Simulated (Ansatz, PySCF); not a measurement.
Conformers of CH4F2OSi (SMILES O[SiH2]C(F)F), B3LYP-D3(BJ)/def2-TZVP minima from an xTB search, which can miss the lowest.
Conformer 1 (charge 0, multiplicity 1):
```xyz
9

O      1.57923     0.98785    -0.33972
Si     0.74935    -0.40203    -0.04521
C     -1.13514    -0.04513    -0.09841
F     -1.84013    -1.17683     0.24856
F     -1.43240     0.92841     0.84086
H      1.49640     1.71292     0.28549
H      1.02583    -0.97184     1.29136
H      1.09247    -1.33984    -1.12929
H     -1.53562     0.30650    -1.05363
```

Correlated levels freeze the cores. CBS(a, b) extrapolates the correlation energy as X⁻³ and adds the Hartree–Fock energy of set b. MP2 and its Hartree–Fock in cc-pV(Q+d)Z are density fitted. Rows in 6-31G* carry no dispersion term and start afresh at each structure (6-31G* with six Cartesian d functions).

The values were computed with Ansatz (Gaussian basis) for Hartree–Fock, density functionals and correlated methods; PySCF for 6-31G* rows. Values without a source in brackets are computed.

Electronic energies of 3 conformers above conformer 1 (kcal/mol):

| level | conformer 1 | conformer 2 | conformer 3 |
|---|---|---|---|
| PBE/def2-TZVPP | 0.00 | 1.04 | 2.02 |
| B3LYP/6-31G* | 0.00 | 1.25 | 2.61 |
| wB97M-V/def2-TZVPP | 0.00 | 1.16 | 2.09 |
| MP2/CBS(cc-pV(T+d)Z, cc-pV(Q+d)Z) + ΔCCSD(T)/cc-pV(T+d)Z | 0.00 | 1.15 | 2.10 |

Q: Give Boltzmann populations at 298.15 K for each level, counting each conformer once and leaving out zero-point, thermal and symmetry terms.

A: 
Weights exp(−E/RT) with RT = 0.5925 kcal/mol, divided by their sum:
- PBE/def2-TZVPP: 83 %, 14 %, 3 %
- B3LYP/6-31G*: 88 %, 11 %, 1 %
- wB97M-V/def2-TZVPP: 86 %, 12 %, 3 %
- MP2/CBS(cc-pV(T+d)Z, cc-pV(Q+d)Z) + ΔCCSD(T)/cc-pV(T+d)Z: 85 %, 12 %, 2 %
The share of conformer 1 runs from 83 to 88 % over these levels.

Ansatz is a quantum-chemistry and plane-wave program.
